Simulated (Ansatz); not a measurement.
A calculation with Ansatz (development build ahead of 0.2.0).

```yaml
crystal:
  periodic: [false, false, false]
  atoms:
    - { symbol: Li, position_ang: [-0.8556, -0.8556, -0.8556] }
    - { symbol: F, position_ang: [-0.949, -0.949, 0.949] }
    - { symbol: F, position_ang: [-0.949, 0.949, -0.949] }
    - { symbol: Li, position_ang: [-0.8556, 0.8556, 0.8556] }
    - { symbol: F, position_ang: [0.949, -0.949, -0.949] }
    - { symbol: Li, position_ang: [0.8556, -0.8556, 0.8556] }
    - { symbol: Li, position_ang: [0.8556, 0.8556, -0.8556] }
    - { symbol: F, position_ang: [0.949, 0.949, 0.949] }
basis:
  gaussian: { orbitals: def2-TZVP }
hamiltonian:
  xc: hf
correlation:
  method: mp2
  frozen_orbitals: { F: 1, Li: 0 }
```

The input is written out in the form of the current development build from the run's settings.

The run gave:

```json
{
 "Converged": "yes",
 "Reference energy": "-428.22693 hartree",
 "Correlation energy": "-1.21391 hartree",
 "Total energy": "-429.44084 hartree",
 "Spin squared of the determinant": "0.000"
}
```
